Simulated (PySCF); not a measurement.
ethylene glycol (C2H6O2), singlet, at a GFN2-xTB geometry; HF/def2-SVP in PySCF.

The PySCF input:
```python
from pyscf import gto, scf

mol = gto.M(
    atom='''
O     1.38862697   -0.50655432    0.02194566
C     0.63163470    0.66843375   -0.19835464
C    -0.80964679    0.23574802   -0.47099206
O    -1.37630039   -0.40343259    0.64080028
H     2.30215418   -0.26736004    0.20373679
H     0.65745438    1.31370296    0.68995200
H     1.01699273    1.22851647   -1.06037086
H    -1.42832720    1.11028504   -0.68117583
H    -0.81625899   -0.43066573   -1.34505395
H    -0.76255508   -1.09967399    0.90702455
''',
    basis='def2-svp',
    verbose=4,
)

mf = scf.RHF(mol)
mf.kernel()
```

What does PySCF print? Leave out banner, timings and long lists.


```
PySCF version 2.14.0

[INPUT] verbose = 4
[INPUT] num. atoms = 10
[INPUT] num. electrons = 34
[INPUT] charge = 0
[INPUT] spin (= nelec alpha-beta = 2S) = 0
[INPUT] symmetry False subgroup None
[INPUT] Mole.unit = angstrom
[INPUT] Symbol           X                Y                Z      unit          X                Y                Z       unit  Magmom
[INPUT]  1 O      1.388626970000  -0.506554320000   0.021945660000 AA    2.624124662485  -0.957248932015   0.041471287023 Bohr   0.0
[INPUT]  2 C      0.631634700000   0.668433750000  -0.198354640000 AA    1.193616593772   1.263156719916  -0.374835945137 Bohr   0.0
[INPUT]  3 C     -0.809646790000   0.235748020000  -0.470992060000 AA   -1.530010690733   0.445499192208  -0.890046000245 Bohr   0.0
[INPUT]  4 O     -1.376300390000  -0.403432590000   0.640800280000 AA   -2.600830802232  -0.762377104824   1.210937029745 Bohr   0.0
[INPUT]  5 H      2.302154180000  -0.267360040000   0.203736790000 AA    4.350440896723  -0.505237252253   0.385006734598 Bohr   0.0
[INPUT]  6 H      0.657454380000   1.313702960000   0.689952000000 AA    1.242408717596   2.482538803430   1.303820319096 Bohr   0.0
[INPUT]  7 H      1.016992730000   1.228516470000  -1.060370860000 AA    1.921837730374   2.321559667817  -2.003810515870 Bohr   0.0
[INPUT]  8 H     -1.428327200000   1.110285040000  -0.681175830000 AA   -2.699147224267   2.098134645802  -1.287235761373 Bohr   0.0
[INPUT]  9 H     -0.816258990000  -0.430665730000  -1.345053950000 AA   -1.542505937814  -0.813840280936  -2.541783588264 Bohr   0.0
[INPUT] 10 H     -0.762555080000  -1.099673990000   0.907024550000 AA   -1.441020256096  -2.078082667408   1.714027987757 Bohr   0.0

nuclear repulsion = 133.379710536957
number of shells = 42
number of NR pGTOs = 138
number of NR cGTOs = 86
basis = def2-svp
ecp = {}

******** <class 'pyscf.scf.hf.RHF'> ********
method = RHF
initial guess = minao
damping factor = 0
level_shift factor = 0
DIIS = <class 'pyscf.scf.diis.CDIIS'>
diis_start_cycle = 1
diis_space = 8
diis_damp = 0
SCF conv_tol = 1e-09
SCF conv_tol_grad = None
SCF max_cycles = 50
direct_scf = True
direct_scf_tol = 1e-13
Set gradient conv threshold to 3.16228e-05
Initial guess from minao.
init E= -229.18401555857
  HOMO = -0.325137197199039  LUMO = 0.0975965094702289  gap/eV = 11.50317
cycle= 1 E= -228.65931299825  delta_E= 0.525  |g|= 0.674  |ddm|= 2.86
  HOMO = -0.387624401245638  LUMO = 0.153139079914266  gap/eV = 14.71492
cycle= 2 E= -228.736031294752  delta_E= -0.0767  |g|= 0.362  |ddm|= 0.704
  HOMO = -0.43598003811727  LUMO = 0.163956856734244  gap/eV = 16.32511
cycle= 3 E= -228.760604334272  delta_E= -0.0246  |g|= 0.0556  |ddm|= 0.288
  HOMO = -0.431049581927025  LUMO = 0.169659572946688  gap/eV = 16.34613
cycle= 4 E= -228.761494496219  delta_E= -0.00089  |g|= 0.00942  |ddm|= 0.0584
  HOMO = -0.434032219967397  LUMO = 0.169016401796703  gap/eV = 16.40979
cycle= 5 E= -228.761527956966  delta_E= -3.35e-05  |g|= 0.00253  |ddm|= 0.0157
  HOMO = -0.433567339774963  LUMO = 0.169080604559933  gap/eV = 16.39889
cycle= 6 E= -228.761530428798  delta_E= -2.47e-06  |g|= 0.000816  |ddm|= 0.00381
  HOMO = -0.433838545727284  LUMO = 0.169072149962863  gap/eV = 16.40604
cycle= 7 E= -228.761530743687  delta_E= -3.15e-07  |g|= 0.000158  |ddm|= 0.00169
  HOMO = -0.433852845057794  LUMO = 0.169072175030663  gap/eV = 16.40643
cycle= 8 E= -228.761530758343  delta_E= -1.47e-08  |g|= 3.12e-05  |ddm|= 0.000362
  HOMO = -0.433856283435824  LUMO = 0.16907297199203  gap/eV = 16.40654
cycle= 9 E= -228.761530758664  delta_E= -3.21e-10  |g|= 1.27e-05  |ddm|= 4.38e-05
  HOMO = -0.433854200638875  LUMO = 0.169072359902129  gap/eV = 16.40647
Extra cycle  E= -228.761530758705  delta_E= -4.14e-11  |g|= 7.33e-06  |ddm|= 1.81e-05
converged SCF energy = -228.761530758705
```
